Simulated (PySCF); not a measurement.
C2H7Al, singlet, at a GFN2-xTB geometry (such geometries of metal compounds can be far from the true shape). Base run: CAMB3LYP/6-31+G*, polarisability (PySCF).

Input for PySCF:
```python
from pyscf import gto, scf, dft
from pyscf.prop import polarizability

mol = gto.M(
    atom='''
Al    0.352603   -0.097117   -0.294787
C    -0.557662   -1.672078    0.511675
H    -0.151830   -2.606717    0.104475
H    -1.637825   -1.692500    0.324653
H    -0.440808   -1.731124    1.600200
C    -0.033836    1.834994   -0.017164
H     0.691372    2.458112   -0.555549
H     0.011645    2.140398    1.034885
H    -1.026192    2.135179   -0.373741
H     1.518786   -0.418319   -1.269753
''',
    basis='6-31+g*',
    charge=0,
    spin=0,
    verbose=4,
)

mf = dft.RKS(mol)
mf.xc = 'camb3lyp'
mf.kernel()
alpha = mf.Polarizability().polarizability()[2, 2]
print('alpha_zz =', alpha)
```

The base run was repeated with changes; each row names its change, and settings that it needs were set with it.

```
change                                         alpha_zz (bohr³)  basis functions  core-seconds (rough)
---------------------------------------------  ----------------  ---------------  --------------------
base                                                      42.95               72                    30
functional = hf                                           40.37               72                     1
finite field (a.u.) = 0.05; conv_tol = 1e-11              45.59               72                    50
basis = 6-31G                                             38.07               45                    20
finite field (a.u.) = 0.001; conv_tol = 1e-6              42.94               72                    30
functional = lda,vwn                                      45.83               72                    10
finite field (a.u.) = 0.001; conv_tol = 1e-11             42.95               72                    30
basis = def2-SVPD                                         48.85              120                    60
functional = pbe0                                         43.30               72                    20
basis = aug-cc-pVDZ                                       49.69              136                   100
basis = 6-31G*                                            38.73               60                    20
finite field (a.u.) = 2e-4; conv_tol = 1e-6               42.58               72                    20
```

Finite-field rows take the second difference of the energy in a field along z; a small field with loose convergence shows SCF noise divided by the square of the field, and a large one adds hyperpolarisability.
